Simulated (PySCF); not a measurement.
Species: C6H11O (charge -1).
Structure used (GFN2-xTB), in Å, numbered top down from 1:
```xyz
18
C6H11O angstrom
C     -2.6628    0.0852   -0.3629
C     -1.3221   -0.4555    0.1244
C     -0.1941    0.5632    0.0348
C      1.0820   -0.0116    0.7305
O      0.9547   -0.3337    1.9750
C      1.9526   -0.8038   -0.2653
C      2.3671    0.5984    0.1392
H     -3.4477   -0.6679   -0.2752
H     -2.9569    0.9555    0.2225
H     -2.5958    0.3878   -1.4087
H     -1.0494   -1.3390   -0.4595
H     -1.3913   -0.7594    1.1708
H     -0.4885    1.4727    0.5688
H      0.0064    0.8257   -1.0091
H      2.5594   -1.6172    0.1137
H      1.6261   -0.9526   -1.2909
H      3.2383    0.6817    0.7772
H      2.3133    1.3767   -0.6171
```

Computed geometry: GFN2-xTB, gas phase.

Take the most abundant isotopes and a rigid rotor. The values belong to one conformer with, in the numbering `[CH3:1][CH2:2][CH2:3][C:4]1([O-:5])[CH2:6][CH2:7]1`, C1–C2–C3–C4 172°, C2–C3–C4–O5 -58°.

Question: What are A, B and C (GHz)?

Answer: Ia = 93.71, Ib = 334.69, Ic = 365.09 u·Å²; 505379 MHz·u·Å²/I gives 5393, 1510 and 1384 MHz, that is A = 5.3930, B = 1.5100, C = 1.3843 GHz.

Question: What kind of rotor is it?

Answer: A near-prolate asymmetric top. Ray's parameter κ = (2B − A − C)/(A − C) = -0.937; −1 is the prolate and +1 the oblate limit.

Question: What does the inertial defect say?

Answer: Not planar: Δ = Ic − Ia − Ib = -63.31 u·Å². For a rigid frame Δ = −2 Σ m c², so Σ m c² = 31.66 u·Å² lies off the ab plane: 12.67 from hydrogen and 18.99 from heavier atoms. The atom farthest from that plane is 1.62 Å away.

Question: Where do the levels up to J = 2 lie, in MHz?

Answer: Above 0(0,0):
J = 1: 1(0,1) 2894, 1(1,1) 6777, 1(1,0) 6903
J = 2: 2(0,2) 8680, 2(1,2) 12440, 2(1,1) 12817, 2(2,1) 24466, 2(2,0) 24469
The levels of one J sum to (2J + 1)J(J + 1)(A + B + C)/3.

Question: Estimate the classical rotational partition function at 50 K, 298.15 K and 500 K.

Answer: Point group C1, symmetry number σ = 1; q = (√π/σ)·√((kT/h)³/(ABC)), k/h = 20836.6 MHz/K: 17800 at 50 K, 258000 at 298.15 K, 561000 at 500 K.

Whether it is a minimum is left open (no frequencies). No vibrational averaging or centrifugal distortion is included, and the geometry carries the error of its method.
